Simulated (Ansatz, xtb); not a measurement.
**Two isomers of CH7GeOSi+**

Structure X is `C[SiH+][O][GeH3]`, a singlet and structure Y is `[CH2]1[SiH2][OH+][GeH2]1`, a singlet. Both are isolated ions in the gas phase, relaxed with PBE-D3(BJ)/def2-SVP; the shapes shown needn't be the lowest conformers.

X (Å):

```yaml
atoms:
  - { symbol: C, position_ang: [-0.9325, 0.5296, 1.0709] }
  - { symbol: Ge, position_ang: [1.4831, 2.2533, -2.7849] }
  - { symbol: O, position_ang: [0.5853, 1.5238, -1.2848] }
  - { symbol: Si, position_ang: [0.3756, 0.3831, -0.1998] }
  - { symbol: H, position_ang: [-0.4674, 0.4813, 2.0807] }
  - { symbol: H, position_ang: [-1.6178, -0.3435, 0.9914] }
  - { symbol: H, position_ang: [-1.5037, 1.4715, 0.9611] }
  - { symbol: H, position_ang: [1.2824, -0.8011, -0.2613] }
  - { symbol: H, position_ang: [2.0115, 3.5771, -2.2102] }
  - { symbol: H, position_ang: [2.5571, 1.1987, -3.1158] }
  - { symbol: H, position_ang: [0.3355, 2.3692, -3.8007] }
```

Y (Å):

```yaml
atoms:
  - { symbol: C, position_ang: [0.6525, 1.3537, -0.5566] }
  - { symbol: Ge, position_ang: [-0.7497, 0.4862, -1.6223] }
  - { symbol: O, position_ang: [-1.7178, 0.6194, 0.1103] }
  - { symbol: Si, position_ang: [-0.3821, 1.4200, 1.0248] }
  - { symbol: H, position_ang: [-2.6162, 0.3524, 0.3963] }
  - { symbol: H, position_ang: [-0.6615, -1.0261, -1.8929] }
  - { symbol: H, position_ang: [-1.5896, 1.3354, -2.5927] }
  - { symbol: H, position_ang: [1.5628, 0.7273, -0.4744] }
  - { symbol: H, position_ang: [0.9279, 2.3490, -0.9583] }
  - { symbol: H, position_ang: [-0.8742, 2.7586, 1.4593] }
  - { symbol: H, position_ang: [0.0131, 0.5069, 2.1352] }
```

Task: Estimate which is lower in electronic energy at CCSD(T)/def2-SVP + ΔMP2/def2-TZVPP, and by roughly how much.

Result: The CCSD(T)/def2-SVP + ΔMP2/def2-TZVPP calculation puts structure Y lower, by 2.6 kcal/mol.

How the difference moves with the method:

```
                             level             geometry  E(Y) − E(X) (kcal/mol)  departure from the last row (kcal/mol)  job, with rough time for the two
               PBE-D3(BJ)/def2-SVP  PBE-D3(BJ)/def2-SVP                      −4.6                                    −2.0             optimisation, 1.9 min
                       HF/def2-SVP  PBE-D3(BJ)/def2-SVP                      −1.6                                    +1.0           part of the CCSD(T) run
                      MP2/def2-SVP  PBE-D3(BJ)/def2-SVP                      −3.9                                    −1.2           part of the CCSD(T) run
                  CCSD(T)/def2-SVP  PBE-D3(BJ)/def2-SVP                      −3.4                                    −0.8                      single point
CCSD(T)/def2-SVP + ΔMP2/def2-TZVPP  PBE-D3(BJ)/def2-SVP                      −2.6                                                        single point, 50 s
```

As drawn, Y has 1 C–Ge, 1 Si–H, 1 O–H in place of 1 C–H, 1 Ge–H. Structure X has no ring, Y a 4-membered ring.

The levels shown agree on the order. The largest departure from CCSD(T)/def2-SVP + ΔMP2/def2-TZVPP is that of PBE-D3(BJ)/def2-SVP, 2.0 kcal/mol. Levels run at GFN2-xTB geometries aren't shown. The last row adds to CCSD(T) the change of the MP2 difference between the two basis sets, here +0.8 kcal/mol.

With harmonic frequencies from PBE-D3(BJ)/def2-SVP (ideal gas, rigid rotor, one conformer each, 298.15 K, 1 atm): on the last row, ΔE + ΔZPE = −1.0 kcal/mol. A mode under 50 cm⁻¹ makes harmonic enthalpies and free energies unreliable, so none is given.

The correlated steps freeze 16 core orbitals; the filled d shell of Ge is correlated, in a basis made for valence electrons. Programs: Ansatz 0.2.0; the last row on 2 threads of Intel(R) Xeon(R) Platinum 8259CL CPU @ 2.50GHz (Skylake/Cascade Lake) on a shared host.
